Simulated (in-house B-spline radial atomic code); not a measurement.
Results of a calculation; reference values are marked as such.
# Tc in an electron gas of r_s = 3.6: phase shifts, screening and friction

A nucleus sits in a uniform electron gas with a rigid positive background. The Kohn-Sham equations are solved self-consistently in the spin-unpolarised LDA (PW92), non-relativistic, on B-splines with outgoing waves at the boundary and partial waves to l = 8. The model has no lattice, no bands and no magnetic solution. Atomic units; δ_l are the phase shifts at the Fermi level, counted so that each bound state adds π, and good to about 0.0005. A narrow, partly filled d or f resonance in a thin gas would split by spin, so such rows rest on a solution that is probably unstable.

The density parameter is r_s = 3.6 bohr.

| l | δ_l (rad) |
| --- | --- |
| 0 | 12.6177 |
| 1 | 9.3230 |
| 2 | 5.4320 |
| 3 | -0.0284 |
| 4 | -0.0012 |
| 5 | -0.0003 |
| 6 | -0.0002 |
| 7 | -0.0004 |
| 8 | -0.0003 |

Bound levels below the band bottom (hartree): s -17.66, p -14.56, d -8.86, s -2.087, p -1.186 and deeper ones.

(1) Check the Friedel sum rule, and say where the screening charge sits.

(2) Find the transport cross section and the electronic stopping of a 1 keV Tc ion (mass 97.91 u).

## Answers

(1) k_F = (9π/4)^(1/3)/r_s = 0.53310. The rule is Z = (2/π) Σ (2l + 1) δ_l. The terms are s 8.033, p 17.806, d 17.291, f -0.127 and -0.018 beyond, in all 42.985 against Z = 43. Bound states hold 8 s, 18 p, 10 d electrons, so the scattering states carry 6.98 in all; where a term is smaller than its bound count, the bound level has drawn weight out of the band.

(2) σ_tr = (4π/k_F²) Σ (l + 1) sin²(δ_l − δ_(l+1)). The terms for l = 0 to 3 are 0.0233, 0.9281, 1.6121, 0.0030, all together 2.5664, so σ_tr = 44.217 × 2.5664 = 113.478 bohr². With n = 3/(4π r_s³) = 0.005117, the friction coefficient is Q = n k_F σ_tr = 0.3095. For v well below v_F = 0.533, dE/dx = Q v; with 24801 eV per u at v = 1, v = √(1000/(24801 × 97.91)) = 0.0203, so dE/dx = 0.00628 hartree/bohr = 3.23 eV/nm. The largest term couples the d and f waves.
